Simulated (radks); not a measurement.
All-electron atom: Ho V in [Kr] 4d10 4f9 5s1 5p6 5f1 (not the ground configuration). Method: scalar-relativistic Kohn-Sham, PBE, spin-polarised, spherical densities, point nucleus; open shells are filled with parallel spins first (spin-orbit coupling, left out, can overturn this in heavy ions); computed with a radial shooting solver on a logarithmic mesh with Libxc functionals.

Normalised radial functions P(r) = r R(r), r in bohr:

| r | 5s up | 5p up |
|---|---|---|
| 0.0008699 | 0.0458 | 0.0010 |
| 0.001373 | 0.0657 | 0.0021 |
| 0.002165 | 0.0920 | 0.0046 |
| 0.003417 | 0.1240 | 0.0100 |
| 0.00539 | 0.1569 | 0.0212 |
| 0.008505 | 0.1767 | 0.0441 |
| 0.01342 | 0.1561 | 0.0866 |
| 0.02117 | 0.0591 | 0.1541 |
| 0.0334 | -0.1209 | 0.2292 |
| 0.0527 | -0.2743 | 0.2354 |
| 0.08315 | -0.1527 | 0.0497 |
| 0.1312 | 0.2741 | -0.2800 |
| 0.207 | 0.3156 | -0.2701 |
| 0.3266 | -0.4005 | 0.3229 |
| 0.5152 | -0.3906 | 0.4272 |
| 0.8129 | 0.7467 | -0.5040 |
| 1.283 | 1.0137 | -1.0038 |
| 2.024 | 0.3520 | -0.5055 |
| 3.193 | 0.0306 | -0.0755 |
| 5.037 | 0.0004 | -0.0021 |
| 7.948 | 0.0000 | 0.0000 |

5s up: eigenvalue -106.59 eV, 4 radial nodes at r = 0.0251, 0.0995, 0.259, 0.611 bohr, <r> = 1.20 bohr, 90 % of the charge inside 1.72 bohr. 5p up: eigenvalue -78.767 eV, 3 radial nodes at r = 0.0894, 0.262, 0.654 bohr, <r> = 1.37 bohr, 90 % of the charge inside 1.97 bohr.
